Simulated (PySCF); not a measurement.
Spectrum to structure. Theory: TDDFT wB97X-D/def2-SVPD, vertical, gas phase, core orbitals frozen in the response in PySCF. Geometries: PBE0-D3(BJ)/def2-SVP, one conformer each.

```tsv
state	E (eV)	λ (nm)	f
S1	4.44	279.5	0.060
S2	5.29	234.2	0.152
S3	5.77	214.9	0.117
S4	5.82	212.9	0.497
S5	6.39	194.1	0.448
S6	6.45	192.3	0.0013
S7	6.84	181.4	0.0009
S8	6.91	179.4	0.011
S9	7.02	176.6	0.0009
S10	7.06	175.6	0.020
```

Problem. Which structure fits? All have the formula C7H10OSi.
A. `C#C[C@@H]1C[Si@H]1/C=C/OC`
B. `C#C[C@@H]1C=CC[Si@@H]1OC`
C. `C=C1C=C/C1=C(\C)O[SiH3]`
D. `[C@H]1(C#C)[Si@H](OC)CC=C1`

Solution. C. Its S1, at 4.44 eV, is the lowest among the candidates; the nearest of the others has S1 at 5.51 eV. S1 is HOMO→LUMO (88%), HOMO→LUMO+1 (11%). Löwdin shares by element: HOMO carbon 61% or more, oxygen 13% (atoms not listed hold the other 26%); LUMO carbon 74% or more (atoms not listed hold the other 26%). At the same level the other candidates give, for their lowest levels:
- `C#C[C@@H]1C=CC[Si@H]1OC`: 6.22 eV (f 0.012); 6.62 eV (f 0.003); 6.73 eV (f 0.032); 6.94 eV (f 0.030); 7.11 eV (f 0.016); T1 4.44 eV; HOMO -8.91, LUMO 1.93 eV
- `C#C[C@@H]1C[Si@H]1/C=C/OC`: 5.51 eV (f 0.349); 5.74 eV (f 0.017); 6.28 eV (f 0.006); 6.42 eV (f 0.034); 6.51 eV (f 0.054); T1 4.17 eV; HOMO -7.96, LUMO 1.36 eV
- `C#C[C@@H]1C=CC[Si@@H]1OC`: 6.14 eV (f 0.020); 6.55 eV (f 0.005); 6.70 eV (f 0.039); 6.81 eV (f 0.014); 7.05 eV (f 0.050); T1 4.41 eV; HOMO -8.79, LUMO 1.92 eV

Shape of the structure used: `[CH2:1]=[C:2]1[CH:3]=[CH:4]/[C:5]1=[C:6](\[CH3:7])[O:8][SiH3:9]`: C5–C6–O8–Si9 156°.
Triplets come from the Tamm–Dancoff approximation.
